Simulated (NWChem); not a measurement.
System: SiH2BrCl; SMILES Cl[SiH2]Br

The following NWChem deck was run.

```
start job
memory heap 200 mb stack 900 mb global 1100 mb
geometry units angstroms noautosym nocenter noautoz
  Si    -0.837642     0.583665     0.000000
  Cl     0.504005     2.143280     0.000000
  Br     0.230692    -1.356560     0.000000
  H     -1.658690     0.662811     1.233126
  H     -1.658690     0.662811    -1.233126
end
basis spherical
  * library aug-cc-pvdz
end
dft
  xc b3lyp
  iterations 150
end
property
  response 1 0.0773
end
task dft property
```

Output (shortened):

```
             Northwest Computational Chemistry Package (NWChem) 7.3.0
             --------------------------------------------------------

                             Geometry "geometry" -> ""
                             -------------------------

 Output coordinates in angstroms (scale by  1.889725989 to convert to a.u.)

  No.       Tag          Charge          X              Y              Z
 ---- ---------------- ---------- -------------- -------------- --------------
    1 Si                  14.0000    -0.83764200     0.58366500     0.00000000
    2 Cl                  17.0000     0.50400500     2.14328000     0.00000000
    3 Br                  35.0000     0.23069200    -1.35656000     0.00000000
    4 H                    1.0000    -1.65869000     0.66281100     1.23312600
    5 H                    1.0000    -1.65869000     0.66281100    -1.23312600

 Effective nuclear repulsion energy (a.u.)     296.6261024012

                              NWChem Property Module
                              ----------------------

                                 NWChem DFT Module
                                 -----------------

 Summary of "ao basis" -> "ao basis" (spherical)
 ------------------------------------------------------------------------------
       Tag                 Description            Shells   Functions and Types
 ---------------- ------------------------------  ------  ---------------------
 Si                       aug-cc-pvdz               11       27   5s4p2d
 Cl                       aug-cc-pvdz               11       27   5s4p2d
 Br                       aug-cc-pvdz               14       36   6s5p3d
 H                        aug-cc-pvdz                5        9   3s2p

            General Information
            -------------------
          SCF calculation type: DFT
          Wavefunction type:  closed shell.
          No. of atoms     :     5
          No. of electrons :    68
           Alpha electrons :    34
            Beta electrons :    34
          Charge           :     0
          Spin multiplicity:     1
          Use of symmetry is: off; symmetry adaption is: off
          Maximum number of iterations: 150
          AO basis - number of functions:   108
                     number of shells:    46
          Convergence on energy requested:  1.00D-06
          Convergence on density requested:  1.00D-05
          Convergence on gradient requested:  5.00D-04

              XC Information
              --------------
                         B3LYP Method XC Potential
                     Hartree-Fock (Exact) Exchange  0.200
                        Slater Exchange Functional  0.800 local
                    Becke 1988 Exchange Functional  0.720 non-local
              Lee-Yang-Parr Correlation Functional  0.810
                  VWN I RPA Correlation Functional  0.190 local

             Grid Information
             ----------------
          Grid used for XC integration:  medium
          Radial quadrature: Mura-Knowles
          Angular quadrature: Lebedev.
          Tag              B.-S. Rad. Rad. Pts. Rad. Cut. Ang. Pts.
          ---              ---------- --------- --------- ---------
          Si                  1.10       88          12.0       590
          Cl                  1.00       88          13.0       590
          Br                  1.15      112          13.0       590
          H                   0.35       45          13.0       434
          Grid pruning is: on
          Number of quadrature shells:   378
          Spatial weights used:  Erf1

      Superposition of Atomic Density Guess
      -------------------------------------

 Sum of atomic energies:       -3321.68488117

      Non-variational initial energy
      ------------------------------

 Total energy =   -3322.367535
 1-e energy   =   -5209.460852
 2-e energy   =    1590.467215
 HOMO         =      -0.363979
 LUMO         =       0.020784

   convergence    iter        energy       DeltaE   RMS-Dens  Diis-err
 ---------------- ----- ----------------- --------- --------- ---------
 d= 0,ls=0.0,diis     1  -3325.1282065884 -3.62D+03  1.02D-02  4.50D-01
 d= 0,ls=0.0,diis     2  -3325.1172050122  1.10D-02  4.73D-03  3.75D-01
 d= 0,ls=0.0,diis     3  -3325.1742846599 -5.71D-02  1.08D-03  2.92D-02
 d= 0,ls=0.0,diis     4  -3325.1790890362 -4.80D-03  1.47D-04  1.99D-04
 d= 0,ls=0.0,diis     5  -3325.1791163462 -2.73D-05  3.98D-05  1.99D-05
  Resetting Diis
 d= 0,ls=0.0,diis     6  -3325.1791190000 -2.65D-06  6.02D-06  5.55D-07
 d= 0,ls=0.0,diis     7  -3325.1791190863 -8.63D-08  1.70D-06  1.93D-08

         Total DFT energy =    -3325.179119086332
      One electron energy =    -5210.630371827756
           Coulomb energy =     1730.134287988839
    Exchange-Corr. energy =     -141.309137648595
 Nuclear repulsion energy =      296.626102401180

 Numeric. integr. density =       68.000006029093

                       DFT Final Molecular Orbital Analysis
                       ------------------------------------

 Vector   32  Occ=2.000000D+00  E=-3.381895D-01
              MO Center=  1.8D-01,  1.5D+00,  9.6D-10, r^2= 3.1D+00
   Bfn.  Coefficient  Atom+Function         Bfn.  Coefficient  Atom+Function
  ----- ------------  ---------------      ----- ------------  ---------------
    38      0.543666  2 Cl pz                41      0.408446  2 Cl pz
    69     -0.184629  3 Br pz                72     -0.158771  3 Br pz
    14     -0.143297  1 Si pz                91     -0.130261  4 H  s
   100      0.130261  5 H  s                 11     -0.104710  1 Si pz
    21     -0.061142  1 Si d  1              44      0.054438  2 Cl pz

 Vector   33  Occ=2.000000D+00  E=-3.157042D-01
              MO Center=  1.9D-01, -8.5D-01, -1.7D-09, r^2= 3.0D+00
   Bfn.  Coefficient  Atom+Function         Bfn.  Coefficient  Atom+Function
  ----- ------------  ---------------      ----- ------------  ---------------
    67      0.439177  3 Br px                70      0.414969  3 Br px
    68      0.274681  3 Br py                71      0.241363  3 Br py
    37      0.223272  2 Cl py                40      0.161044  2 Cl py
     4      0.081134  1 Si s                 36     -0.069577  2 Cl px
    39     -0.068317  2 Cl px                18     -0.058073  1 Si d -2

 Vector   34  Occ=2.000000D+00  E=-3.108073D-01
              MO Center= -7.8D-02, -8.5D-01,  2.2D-09, r^2= 3.0D+00
   Bfn.  Coefficient  Atom+Function         Bfn.  Coefficient  Atom+Function
  ----- ------------  ---------------      ----- ------------  ---------------
    69      0.499368  3 Br pz                72      0.469838  3 Br pz
    91     -0.164172  4 H  s                100      0.164172  5 H  s
    14     -0.158640  1 Si pz                38      0.119782  2 Cl pz
    11     -0.109051  1 Si pz                41      0.098804  2 Cl pz
    21     -0.080480  1 Si d  1              75      0.056493  3 Br pz

 Vector   35  Occ=0.000000D+00  E=-3.509048D-02
              MO Center= -6.0D-01,  1.5D-01,  1.6D-09, r^2= 7.5D+00
   Bfn.  Coefficient  Atom+Function         Bfn.  Coefficient  Atom+Function
  ----- ------------  ---------------      ----- ------------  ---------------
     4      1.191340  1 Si s                 15      0.352841  1 Si px
     3      0.341807  1 Si s                 71     -0.339169  3 Br py
    92     -0.327969  4 H  s                101     -0.327969  5 H  s
    74     -0.318022  3 Br py                 9      0.239931  1 Si px
    59     -0.235488  3 Br s                 40      0.230510  2 Cl py

 Vector   36  Occ=0.000000D+00  E=-2.053007D-02
              MO Center= -8.4D-01,  7.9D-01,  5.6D-09, r^2= 8.2D+00
   Bfn.  Coefficient  Atom+Function         Bfn.  Coefficient  Atom+Function
  ----- ------------  ---------------      ----- ------------  ---------------
    16      0.645734  1 Si py                13      0.420396  1 Si py
     5     -0.392381  1 Si s                 15      0.310037  1 Si px
    10      0.300084  1 Si py                 4      0.261940  1 Si s
    73     -0.235881  3 Br px                31     -0.233392  2 Cl s
    60      0.220356  3 Br s                 93      0.207271  4 H  s

 Vector   37  Occ=0.000000D+00  E=-1.133747D-02
              MO Center= -9.6D-01,  2.6D-01,  1.7D-08, r^2= 1.2D+01
   Bfn.  Coefficient  Atom+Function         Bfn.  Coefficient  Atom+Function
  ----- ------------  ---------------      ----- ------------  ---------------
     5      2.194992  1 Si s                 93     -1.591399  4 H  s
   102     -1.591399  5 H  s                 15     -0.830682  1 Si px
     4      0.362046  1 Si s                 12     -0.269129  1 Si px
     3      0.236383  1 Si s                 16      0.208384  1 Si py
    92     -0.178627  4 H  s                101     -0.178627  5 H  s

     Multipole analysis of the density
     ---------------------------------

     L   x y z        total         alpha         beta         nuclear
     -   - - -        -----         -----         ----         -------
     0   0 0 0     -0.000000    -34.000000    -34.000000     68.000000

     1   1 0 0     -0.498277     -1.758970     -1.758970      3.019663
     1   0 1 0      0.030856      1.477044      1.477044     -2.923232
     1   0 0 1      0.000000      0.000000      0.000000      0.000000

[...]

 DFT Linear Response polarizability / au
 Frequency  =       0.0773000 / au
 Wavelength =     589.4353558 / nm
              X              Y              Z
 -----------------------------------------------
 X      60.1866558     -1.1843496     -0.0000000
 Y      -1.1843423     77.9082763     -0.0000000
 Z      -0.0000000     -0.0000000     52.6954356
 -----------------------------------------------
 Eigenvalues =      60.1078552     77.9870769     52.6954356
 Isotropic   =      63.5967892
 Anisotropic =      22.5197430
 -----------------------------------------------

 Magnetic Dipole Response Matrix (nonzero elements):

 Exiting AOResponse driver routine
```

Level: B3LYP/aug-cc-pVDZ. Structure relaxed at the PBE0/def2-SVP level.
